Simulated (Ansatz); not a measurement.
Geometry optimisation, Ansatz 0.2.0, RKS PBE0-D4/STO-3G.

Input file:

```yaml
crystal:
  periodic: [false, false, false]
  atoms:
    - { symbol: Si, position_ang: [0.0, 0.0, 0.0] }
    - { symbol: "N", position_ang: [0.0, 0.0, 1.82] }
    - { symbol: H, position_ang: [-0.877, -0.2713, 2.35] }
    - { symbol: H, position_ang: [0.877, 0.2713, 2.35] }
    - { symbol: O, position_ang: [1.5842, 0.0, -0.5594] }
    - { symbol: Si, position_ang: [2.4906, -1.3762, -0.8866] }
    - { symbol: H, position_ang: [1.6598, -2.3521, -1.5857] }
    - { symbol: H, position_ang: [3.6318, -1.0202, -1.7249] }
    - { symbol: H, position_ang: [2.9691, -1.9538, 0.366] }
    - { symbol: F, position_ang: [-0.7489, 1.2974, -0.5295] }
    - { symbol: O, position_ang: [-0.7913, -1.3709, -0.5594] }
    - { symbol: Si, position_ang: [-1.673, -2.4329, 0.3983] }
    - { symbol: H, position_ang: [-1.2634, -2.287, 1.792] }
    - { symbol: H, position_ang: [-3.0964, -2.1323, 0.2761] }
    - { symbol: H, position_ang: [-1.4264, -3.8036, -0.0398] }
basis:
  gaussian: { orbitals: STO-3G }
hamiltonian:
  xc: pbe0
  dispersion: d4
relax:
  f_tol: 0.02
  max_steps: 40
```

Run as:

```bash
$ ansatz run input.yaml --threads 1 --pin off --max-ram 2048MiB --backend cpu --events-out ev --progress --plain --runs-dir out
```

Question: Where does it end, and by what steps?

Answer: The run converged. Limits of this set-up: minimal basis. After 22 steps the energy has fallen by 0.652 eV; H3 moved furthest, 1.34 Å.

```csv
step,energy less start (eV),largest force component (eV/Å),accepted
0,0.0000,3.223,yes
1,-0.3779,1.755,yes
2,-0.4531,0.469,yes
3,-0.4845,0.276,yes
4,-0.4874,1.433,yes
5,-0.5243,0.376,yes
6,-0.5236,0.457,no
7,-0.5366,0.103,yes
8,-0.5501,0.117,yes
9,-0.5674,0.375,yes
10,-0.5780,0.541,yes
11,-0.5958,0.391,yes
12,-0.6226,0.334,yes
13,-0.6303,0.425,yes
14,-0.6381,0.142,yes
15,-0.6461,0.040,yes
16,-0.6420,0.478,no
17,-0.6480,0.178,yes
18,-0.6506,0.085,yes
19,-0.6515,0.061,yes
20,-0.6519,0.031,yes
21,-0.6522,0.047,yes
22,-0.6524,0.014,yes
```

```xyz
15
Properties=species:S:1:pos:R:3
Si 0.037 -0.137 0.090
N -0.388 0.125 1.764
H -0.932 0.997 1.926
H 0.438 0.183 2.395
O 1.689 -0.087 -0.141
Si 2.405 -1.396 -0.950
H 1.859 -1.611 -2.274
H 3.802 -1.052 -1.077
H 2.304 -2.631 -0.199
F -0.680 1.006 -0.817
O -0.476 -1.637 -0.423
Si -1.462 -2.569 0.592
H -0.775 -2.985 1.796
H -2.686 -1.889 0.959
H -1.799 -3.747 -0.173
```

Whether the end is a true minimum wasn't checked by a vibrational analysis.

Time of the run: 69 s on 1 thread of Intel(R) Xeon(R) 6975P-C (Granite Rapids), with other jobs on the host, peak memory 0.18 GiB.
